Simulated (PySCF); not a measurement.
Correlation energy of K⁷⁺ (potassium, charge +7)

[Ne] 3s2, closed-shell 1S. Calculation: PySCF 2.14, in an uncontracted even-tempered set (19 s from 0.32 bohr⁻², ratio 2.5; 12 p from 0.42 bohr⁻², ratio 2.5; 5 d from 1.9 bohr⁻², ratio 2.7; 5 f from 2.9 bohr⁻², ratio 2.7); the spin-free X2C one-electron Hamiltonian (Gaussian nucleus). Frozen: 1s2; 10 electrons correlated; the 22 highest virtual orbitals of each spin left out.

| level | correlation energy (mhartree) |
| --- | --- |
| CCSD | -385.19 |
| (T) | -2.77 |
| CCSD(T) | -387.96 |

Diagnostics: T1 = 0.0021, D1 = 0.0065, largest double amplitude 0.097.

Problem. Is a single reference adequate?

Solution. Mostly. T1 lies below 0.03, but a double amplitude of this size points to a near-degeneracy that CCSD handles and MP2 describes poorly.
